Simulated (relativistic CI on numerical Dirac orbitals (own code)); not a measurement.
## Slater and spin-orbit integrals, P XV

Method of calculation: Dirac equation for one electron, model QED (radiative potential, 1s self-energy scaled to tabulated hydrogen-like ionisation energies) (own radial code, finite nucleus).

Slater integrals F^k, G^k are unscaled and averaged over j, outside the closed core (none); ζ comes from projecting the Hamiltonian with its Breit term on Σ l·s of the shell.

- 2p: ζ(2p) = 12420 cm⁻¹; <r>(2p) = 0.3325, <r^2>(2p) = 0.1327 (bohr units).
- 3p: ζ(3p) = 3680.8 cm⁻¹; <r>(3p) = 0.8316, <r^2>(3p) = 0.7969 (bohr units).
- 3d: ζ(3d) = 731.98 cm⁻¹; <r>(3d) = 0.6993, <r^2>(3d) = 0.559 (bohr units).

Averages of the first 10 configurations, taken without configuration mixing, which lowers the lowest level and can move excited configurations by several eV; other configurations of the list can lie among them:

```json
{"Configuration": "1s", "Parity": "even", "States": "2", "Average energy above the lowest level (eV)": "0.0"}
{"Configuration": "2s", "Parity": "even", "States": "2", "Average energy above the lowest level (eV)": "2301.7"}
{"Configuration": "2p", "Parity": "odd", "States": "6", "Average energy above the lowest level (eV)": "2303.2"}
{"Configuration": "3s", "Parity": "even", "States": "2", "Average energy above the lowest level (eV)": "2728.7"}
{"Configuration": "3p", "Parity": "odd", "States": "6", "Average energy above the lowest level (eV)": "2729.1"}
{"Configuration": "3d", "Parity": "even", "States": "10", "Average energy above the lowest level (eV)": "2729.5"}
{"Configuration": "4s", "Parity": "even", "States": "2", "Average energy above the lowest level (eV)": "2878.1"}
{"Configuration": "4p", "Parity": "odd", "States": "6", "Average energy above the lowest level (eV)": "2878.2"}
{"Configuration": "4d", "Parity": "even", "States": "10", "Average energy above the lowest level (eV)": "2878.4"}
{"Configuration": "4f", "Parity": "odd", "States": "14", "Average energy above the lowest level (eV)": "2878.5"}
```
